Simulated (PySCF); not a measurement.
ClK (SMILES [Cl][K]), singlet, at a GFN2-xTB geometry (such geometries of metal compounds can be far from the true shape); PBE0/6-311G** in PySCF.

Input for PySCF:
```python
from pyscf import gto, scf, dft

mol = gto.Mole()
mol.atom = '''
    K    -0.000000   -0.000000   -1.217850
    Cl    0.000000    0.000000    1.361126
'''
mol.basis = '6-311g**'
mol.charge = 0
mol.spin = 0
mol.verbose = 4
mol.build()

mf = dft.RKS(mol)
mf.xc = 'pbe0'
mf.kernel()
mf.analyze()
```

It wrote (shortened):

```
PySCF version 2.14.0

[INPUT] verbose = 4
[INPUT] num. atoms = 2
[INPUT] num. electrons = 36
[INPUT] charge = 0
[INPUT] spin (= nelec alpha-beta = 2S) = 0
[INPUT] symmetry False subgroup None
[INPUT] Mole.unit = angstrom
[INPUT] Symbol           X                Y                Z      unit          X                Y                Z       unit  Magmom
[INPUT]  1 K      0.000000000000   0.000000000000  -1.217850000000 AA    0.000000000000   0.000000000000  -2.301402960802 Bohr   0.0
[INPUT]  2 Cl     0.000000000000   0.000000000000   1.361126000000 AA    0.000000000000   0.000000000000   2.572155361025 Bohr   0.0

nuclear repulsion = 66.2760099850328
number of shells = 29
number of NR pGTOs = 115
number of NR cGTOs = 65
basis = 6-311g**
ecp = {}

******** <class 'pyscf.dft.rks.RKS'> ********
method = RKS
initial guess = minao
damping factor = 0
level_shift factor = 0
DIIS = <class 'pyscf.scf.diis.CDIIS'>
diis_start_cycle = 1
diis_space = 8
diis_damp = 0
SCF conv_tol = 1e-09
SCF conv_tol_grad = None
SCF max_cycles = 50
direct_scf = True
direct_scf_tol = 1e-13
XC library pyscf.dft.libxc version 7.1.2
    S. Lehtola, C. Steigemann, M. J. T. Oliveira, and M. A. L. Marques,  SoftwareX 7, 1–5 (2018)
XC functionals = pbe0
    C. Adamo and V. Barone,  J. Chem. Phys. 110, 6158 (1999)
    M. Ernzerhof and G. E. Scuseria,  J. Chem. Phys. 110, 5029 (1999)
radial grids:
    Treutler-Ahlrichs [JCP 102, 346 (1995); DOI:10.1063/1.469408] (M4) radial grids

becke partition: Becke, JCP 88, 2547 (1988); DOI:10.1063/1.454033
pruning grids: <function nwchem_prune>
grids dens level: 3
symmetrized grids: False
atomic radii adjust function: <function treutler_atomic_radii_adjust>
small_rho_cutoff = 0
Set gradient conv threshold to 3.16228e-05
Initial guess from minao.
tot grids = 38920
init E= -1059.65302519199
  HOMO = -0.391269419893914  LUMO = -0.0751797595620508  gap/eV = 8.60124
cycle= 1 E= -1059.83504287761  delta_E= -0.182  |g|= 0.453  |ddm|= 0.993
  HOMO = -0.123898746629585  LUMO = -0.0500547123259973  gap/eV = 2.00940
cycle= 2 E= -1059.81205114263  delta_E= 0.023  |g|= 0.525  |ddm|= 1.15
  HOMO = -0.235790836268338  LUMO = -0.0490650321635296  gap/eV = 5.08107
cycle= 3 E= -1059.88919015917  delta_E= -0.0771  |g|= 0.0352  |ddm|= 0.654
  HOMO = -0.230671818646053  LUMO = -0.0486945149363655  gap/eV = 4.95185
cycle= 4 E= -1059.88943514703  delta_E= -0.000245  |g|= 0.00483  |ddm|= 0.033
  HOMO = -0.230041459938404  LUMO = -0.0483262134757254  gap/eV = 4.94472
cycle= 5 E= -1059.88944015563  delta_E= -5.01e-06  |g|= 0.0019  |ddm|= 0.0052
  HOMO = -0.229974188767367  LUMO = -0.0481806041468155  gap/eV = 4.94686
cycle= 6 E= -1059.88944095583  delta_E= -8e-07  |g|= 0.000118  |ddm|= 0.00152
  HOMO = -0.229990235170245  LUMO = -0.0481406960009177  gap/eV = 4.94838
cycle= 7 E= -1059.8894409627  delta_E= -6.88e-09  |g|= 2.92e-05  |ddm|= 0.000301
  HOMO = -0.229986796786534  LUMO = -0.0481349448082138  gap/eV = 4.94844
cycle= 8 E= -1059.88944096296  delta_E= -2.51e-10  |g|= 7.21e-06  |ddm|= 4.35e-05
  HOMO = -0.229982526775462  LUMO = -0.0481337379200017  gap/eV = 4.94836
Extra cycle  E= -1059.88944096297  delta_E= -1.14e-11  |g|= 6.99e-06  |ddm|= 1.61e-05
converged SCF energy = -1059.88944096297
**** SCF Summaries ****
Total Energy =                       -1059.889440962966546
Nuclear Repulsion Energy =              66.276009985032829
One-electron Energy =                -1594.387938531245254
Two-electron Energy =                  468.222487583245822
Two-electron Coulomb Energy =          529.702371721764848
DFT Exchange-Correlation Energy =      -61.479884138519012
HOMO-LUMO gap [eV] =                     4.948357590815410
**** MO energy ****
MO #1   energy= -129.994431933129  occ= 2
MO #2   energy= -101.589489144618  occ= 2
MO #3   energy= -13.2888267819087  occ= 2
MO #4   energy= -10.6058213679508  occ= 2
MO #5   energy= -10.6058213679508  occ= 2
MO #6   energy= -10.6052152735427  occ= 2
MO #7   energy= -9.39946933471953  occ= 2
MO #8   energy= -7.13028931382184  occ= 2
MO #9   energy= -7.12989293115974  occ= 2
MO #10  energy= -7.12989293115955  occ= 2
MO #11  energy= -1.41164403466445  occ= 2
MO #12  energy= -0.776257634022763 occ= 2
MO #13  energy= -0.769379768985659 occ= 2
MO #14  energy= -0.769379768985592 occ= 2
MO #15  energy= -0.685422701384546 occ= 2
MO #16  energy= -0.236807836807522 occ= 2
MO #17  energy= -0.229982526775807 occ= 2
MO #18  energy= -0.229982526775462 occ= 2
MO #19  energy= -0.0481337379200017 occ= 0
MO #20  energy= 0.00535117812142327 occ= 0
MO #21  energy= 0.00535117812188835 occ= 0
MO #22  energy= 0.0226347482860901 occ= 0
MO #23  energy= 0.0443766731189922 occ= 0
MO #24  energy= 0.0764948145154304 occ= 0
MO #25  energy= 0.0764948145156319 occ= 0
MO #26  energy= 0.0891807084205234 occ= 0
 ** Mulliken pop on meta-lowdin orthogonal AOs  **
 ** Mulliken pop  **
 ** Mulliken atomic charges  **
charge of    0K =      0.87333
charge of    1Cl =     -0.87333
Dipole moment(X, Y, Z, Debye):  0.00000,  0.00000, -10.09512
```
